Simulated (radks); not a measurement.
Results of a calculation; reference values are marked as such.
Problem. Coherent X-ray form factor from a spherical all-electron density. Level of theory: scalar-relativistic Kohn-Sham, BLYP, spin-polarised, spherical densities, finite nucleus; Fermi nuclear charge, rms radius of each element as measured or else 0.836 A^(1/3) + 0.57 fm (a radial shooting solver on a logarithmic mesh with Libxc functionals).

sin(theta)/lambda (1/angstrom),f0 (electrons)
0.05,61.617
0.1,58.580
0.15,55.192
0.2,51.762
0.25,48.362
0.3,45.111
0.4,39.390
0.5,34.728
0.6,30.860
0.8,24.793
1,20.571
1.25,17.226
1.5,14.981
2,11.306

The species is in the configuration that NIST lists as its ground one. Which atom or ion scatters so?

Solution. Neutral europium, [Xe] 4f7 6s2. Extrapolating in s^2 from the first two rows gives f0(0) = 62.6, near the electron count 63; among species with that count, the fall with angle is slower the higher Z, and the table is that of Z = 63; from so few rows the species is fixed only to a neighbour or two.
